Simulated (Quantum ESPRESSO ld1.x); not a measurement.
Q: The table gives one normalised radial function P(r) = r R(r) of Tm2+ in [Xe] 4f13 (r in bohr). All-electron calculation, scalar-relativistic Kohn-Sham, LDA (Slater exchange, VWN5 correlation), spin-polarised, spherical densities, point nucleus; open shells are filled with parallel spins first (spin-orbit coupling, left out, can overturn this in heavy ions). Program: ld1.x of Quantum ESPRESSO 7.5.

| r | P |
|---|---|
| 0.002234 | 0.0000 |
| 0.002569 | 0.0000 |
| 0.002955 | 0.0000 |
| 0.003366 | 0.0000 |
| 0.003872 | 0.0000 |
| 0.004453 | 0.0000 |
| 0.005123 | 0.0000 |
| 0.005892 | 0.0000 |
| 0.006778 | 0.0000 |
| 0.007796 | 0.0000 |
| 0.008968 | 0.0000 |
| 0.01032 | 0.0001 |
| 0.01187 | 0.0001 |
| 0.01365 | 0.0002 |
| 0.0157 | 0.0003 |
| 0.01806 | 0.0004 |
| 0.02077 | 0.0007 |
| 0.02389 | 0.0012 |
| 0.02749 | 0.0019 |
| 0.03162 | 0.0031 |
| 0.03637 | 0.0051 |
| 0.04183 | 0.0081 |
| 0.04812 | 0.0128 |
| 0.05535 | 0.0200 |
| 0.06303 | 0.0299 |
| 0.0725 | 0.0454 |
| 0.0834 | 0.0679 |
| 0.09593 | 0.0996 |
| 0.1103 | 0.1433 |
| 0.1269 | 0.2016 |
| 0.146 | 0.2767 |
| 0.1679 | 0.3699 |
| 0.1932 | 0.4806 |
| 0.2222 | 0.6055 |
| 0.2556 | 0.7381 |
| 0.294 | 0.8685 |
| 0.3382 | 0.9845 |
| 0.389 | 1.0737 |
| 0.4475 | 1.1257 |
| 0.5147 | 1.1353 |
| 0.5921 | 1.1031 |
| 0.6811 | 1.0350 |
| 0.7834 | 0.9397 |
| 0.9011 | 0.8273 |
| 1.037 | 0.7076 |
| 1.18 | 0.5973 |
| 1.358 | 0.4853 |
| 1.562 | 0.3845 |
| 1.797 | 0.2969 |
| 2.067 | 0.2230 |
| 2.377 | 0.1622 |
| 2.734 | 0.1135 |
| 3.145 | 0.0757 |
| 3.618 | 0.0477 |
| 4.162 | 0.0280 |
| 4.787 | 0.0152 |

Which n and l does it have? It may be an empty orbital.

A: n = 4, l = 3: the number of nodes gives n - l - 1 = 0, the rise at small r (about r^(l+1), flatter next to the nucleus through relativity) gives l, and the extent must fit the shell. The curve is that of 4f up; the table hardly tells the two spins apart. 4f up: eigenvalue -18.239 eV, 0 radial nodes, <r> = 0.795 bohr, 90 % of the charge inside 1.39 bohr.
